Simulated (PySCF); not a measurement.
Work out the structure from these simulated measurements.

Elements present: C, H, N and Si. Monoisotopic mass: 165.0430 u.

* NMR, other nuclei: isotropic shieldings of nuclei other than C and H, by class: 260 (1 N), 394 (1 Si), 407 (1 Si) ppm [GIAO PBE0/pcSseg-1]
* 13C NMR: chemical shifts (computed TMS as zero) by class: 152.3 (1 C), 135.7 (1 C), 102.7 (1 C), 88.4 (1 C), 86.9 (1 C), 77.5 (1 C), 30.9 (1 C) ppm [GIAO PBE0/pcSseg-1]
* Rotational structure: rotational constants A, B, C: 1.845, 0.392, 0.388 GHz [GFN2-xTB]
* Dipole: 1.19 D [PBE0/pcSseg-1]
* 1H NMR: chemical shifts (computed TMS as zero) by class: 6.25 (1 H), 5.98 (1 H), 5.14 (2 H), 5.12 (2 H), 3.12 (2 H), 1.94 (1 H), 1.52 (1 H), -0.16 (1 H) ppm [GIAO PBE0/pcSseg-1]

The electronic properties come from PySCF, for the isolated species, density fitting. Levels stand in brackets. The structure is a single GFN2-xTB conformer in the gas phase; no vibrational or solvent corrections. NMR classes are plain means over equivalent atoms (diastereotopic ones count apart unless rotation or inversion swaps them), as if these changed places fast.

**Question.** Which formula fits the mass and the elements?

**Answer.** C7H11NSi2 (calculated 165.0430). No other formula that holds each of these elements comes within 0.0003 u with a fitting electron parity and a possible valence count.

**Question.** Give a SMILES that accounts for the data.

**Answer.** Numbering: `[CH:1]#[C:2][CH2:3][C:4](=[CH2:5])[SiH2:6][NH:7][SiH2:8][C:9]#[CH:10]`. Its formula, C7H11NSi2, gives 5 degrees of unsaturation: 0 rings and 5 π bonds in the structure found. 7 carbons fall into 7 classes; from least to most shielded: fully substituted alkene carbon [C4] (152.3 ppm), terminal =CH2 carbon [C5] (135.7 ppm), terminal alkyne carbon [C10] (102.7 ppm), alkyne carbon [C9] (88.4 ppm), alkyne carbon [C2] (86.9 ppm), terminal alkyne carbon [C1] (77.5 ppm), allylic carbon [C3] (30.9 ppm). Hydrogen classes from least to most shielded: 1 H on a terminal =CH2 carbon, C5 (6.25 ppm), 1 H on a terminal =CH2 carbon, C5 (5.98 ppm), 2 H on an SiH2 silicon, Si6 (5.14 ppm), 2 H on an SiH2 silicon, Si8 (5.12 ppm), 2 H on an allylic carbon, C3 (3.12 ppm), 1 H on a terminal alkyne carbon, C10 (1.94 ppm), 1 H on a terminal alkyne carbon, C1 (1.52 ppm), 1 H on a nitrogen bridging silicon atoms, N7 (-0.16 ppm). The other shieldings belong to: 260 ppm, nitrogen bridging silicon atoms [N7]; 394 ppm, SiH2 silicon [Si6]; 407 ppm, SiH2 silicon [Si8]. The optimised geometry has point group C1 and is an asymmetric top. Structure: `C#C[SiH2]N[SiH2]C(CC#C)=C`. Computed isomers that give other values at the same levels: `CC#C[Si@@H]1C[SiH2][C@H](C#N)C1` (13C chemical shifts (computed TMS as zero) by class: 127.0 (1 C), 116.2 (1 C), 83.7 (1 C), 21.0 (1 C), 10.6 (1 C), 6.0 (1 C), -8.7 (1 C) ppm); `CC#C[Si@@H]1C[SiH2][C@@H](C#N)C1` (13C chemical shifts (computed TMS as zero) by class: 127.3 (1 C), 116.2 (1 C), 84.4 (1 C), 21.3 (1 C), 9.7 (1 C), 5.9 (1 C), -8.9 (1 C) ppm); `[SiH3][C@@]1(c2ccccn2)C[SiH2]1` (13C chemical shifts (computed TMS as zero) by class: 173.7 (1 C), 152.5 (1 C), 142.5 (1 C), 123.2 (1 C), 118.5 (1 C), 17.9 (1 C), 8.8 (1 C) ppm). The assignments are read from this structure; whether some other isomer fits the data as well wasn't checked.

Shape of the structure used: `[CH:1]#[C:2][CH2:3][C:4](=[CH2:5])[SiH2:6][NH:7][SiH2:8][C:9]#[CH:10]`: C2–C3–C4–C5 112°, C3–C4–Si6–N7 150°, C4–Si6–N7–Si8 169°, Si6–N7–Si8–C9 180°.
